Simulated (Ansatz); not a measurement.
Born–Oppenheimer molecular dynamics of AlH7O2Si (11 atoms, charge 0, multiplicity 1). It starts at the highest image of a converged band, a first-order saddle point between two minima.

Theory: RKS r2SCAN/def2-SVP (Ansatz 0.2.0).

```json
{"ensemble": "NVE (velocity Verlet)", "time step": "0.5 fs", "steps asked": "200", "starting velocities drawn for": "100 K", "seed": "2442"}
```

First frame:

```xyz
11
Properties=species:S:1:pos:R:3
Al -0.185 0.177 0.076
H -0.347 -0.104 1.813
O 1.287 -0.475 -0.494
Si 2.442 -1.369 -1.254
H 1.833 -2.303 -2.251
H 3.397 -0.471 -1.972
H 3.213 -2.177 -0.261
H -1.538 0.013 -0.711
O 0.100 1.835 0.884
H 0.990 2.212 0.942
H -0.082 0.928 1.708
```

(1) How far do the bonds stretch over the last three quarters of this one trajectory? (Pairs bonded in most of those frames.)

## Answers

(1) 
| bond | mean (Å) | spread (Å) | shortest | longest |
| --- | --- | --- | --- | --- |
| Al1–H2 | 1.597 | 0.025 | 1.56 | 1.64 |
| Al1–O3 | 1.739 | 0.017 | 1.71 | 1.77 |
| Al1–H8 | 1.597 | 0.026 | 1.55 | 1.64 |
| Al1–O9 | 2.180 | 0.129 | 1.86 | 2.32 |
| O3–Si4 | 1.645 | 0.023 | 1.60 | 1.68 |
| Si4–H5 | 1.499 | 0.021 | 1.47 | 1.53 |
| Si4–H6 | 1.497 | 0.009 | 1.48 | 1.51 |
| Si4–H7 | 1.499 | 0.028 | 1.46 | 1.54 |
| O9–H10 | 0.973 | 0.007 | 0.96 | 0.99 |
| O9–H11 | 0.972 | 0.006 | 0.96 | 0.99 |

Mean temperature of the second half: 309 K. The conserved energy stayed within 0.048 meV per atom of its start (net change 0.027 meV per atom), so the integration is sound. The kinetic energy rose, since the run started high on the potential surface and went downhill. A run of 0.1 ps of so small a system gives no equilibrium averages. The orbitals stay closed-shell, which can raise the energy where a bond breaks towards radicals; this wasn't checked here.

The run took 5.8 min on 4 threads of Arm Neoverse V1, with other jobs on the host, peak memory 0.17 GiB.
